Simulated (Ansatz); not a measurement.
CHBO2S at its PBE0-D4/def2-TZVP geometry, where that method's forces vanish. The species carries charge 0 and has multiplicity 1. The bonds changed during the relaxation, so this is another structure than the one it started from.

```xyz
6

O     2.9053   -1.0799    0.5882
C     2.0553   -0.5299    0.1044
O    -1.0814   -0.7181    1.2702
B    -0.9718   -0.0117    0.2990
S    -0.7976    1.0191   -1.1225
H    -2.1098    1.3205   -1.1392
```

Q: What forces (eV/Å) does r2SCAN-D4/def2-TZVPP give on these atoms in Ansatz? (An estimate is asked.)

A: Ansatz gave: 
```
O1   0.389 -0.261  0.234
C2  -0.389  0.261 -0.233
O3  -0.033 -0.285  0.388
B4   0.037  0.301 -0.411
S5   0.009 -0.020  0.024
H6  -0.014  0.004 -0.001
```
